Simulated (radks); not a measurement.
The numbers below are computed, except where a source is named.
Problem. The xenon ion Xe36+, [Ar]. Level of theory: non-relativistic Kohn-Sham, LDA (Slater exchange, Perdew-Wang correlation), spin-polarised, spherical densities, point nucleus (a radial shooting solver on a logarithmic mesh with Libxc functionals). Every spin shell is full or empty, so the densities are truly spherical. Functionals are evaluated on that one density, not self-consistently. Rank these exchange functionals by their error against the exact value of the orbitals, and give that value: LDA, RPBE, PW91, PW86, EV93, TPSS, r2SCAN, TASK.

Solution. Exact: -114.511 hartree. From best to worst, with 100 (|E| - |E exact|)/|E exact| (equal figures are ties): RPBE +0.02, r2SCAN -0.02, PW91 +0.05, TPSS +0.14, PW86 +0.29, EV93 +0.58, TASK -2.67, LDA -6.48.
